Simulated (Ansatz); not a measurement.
C₂H₆AlNOS, SMILES `[SH][Al]1[CH2]NC[O]1`. Total charge 0; spin multiplicity 1. Geometry: relaxed with PBE0-D4/def2-TZVP. It is one conformer, not always the lowest.

```xyz
12

S    -0.683   -3.267    0.491
Al   -0.293   -1.143    0.239
C    -1.209    0.595    0.311
N    -0.196    1.393   -0.416
C     1.150    0.902   -0.191
O     1.244   -0.518   -0.190
H     0.597   -3.574    0.213
H    -1.338    0.992    1.324
H    -2.177    0.684   -0.182
H    -0.395    1.356   -1.408
H     1.800    1.307   -0.971
H     1.501    1.273    0.780
```

(1) What is the dipole moment at ωB97M-V/def2-TZVPP? (Estimate.)

(2) And with PBE, r2SCAN, B3LYP? (An estimate is asked.)

(3) Give the Mulliken charges with ωB97M-V, r2SCAN, PBE in def2-TZVPP. (Best estimate.)

## Answers

(1) The calculation gave: 0.79 D, with components (-0.67, 0.14, -0.39) D in this frame, pointing from negative to positive charge.

(2) Ansatz gave: PBE 0.78 D, r2SCAN 0.76 D, B3LYP 0.79 D.

(3) Computed: 
```tsv
atom	ωB97M-V	r2SCAN	PBE
S1	-0.25	-0.27	-0.25
Al2	0.49	0.52	0.39
C3	-0.35	-0.25	-0.26
N4	-0.19	-0.22	-0.17
C5	0.05	0.22	0.07
O6	-0.40	-0.43	-0.34
H7	0.13	0.12	0.13
H8	0.11	0.06	0.08
H9	0.11	0.06	0.09
H10	0.10	0.13	0.13
H11	0.10	0.03	0.07
H12	0.10	0.03	0.07
```

B3LYP here is the variant with VWN-RPA as its local correlation; programs differ in this.
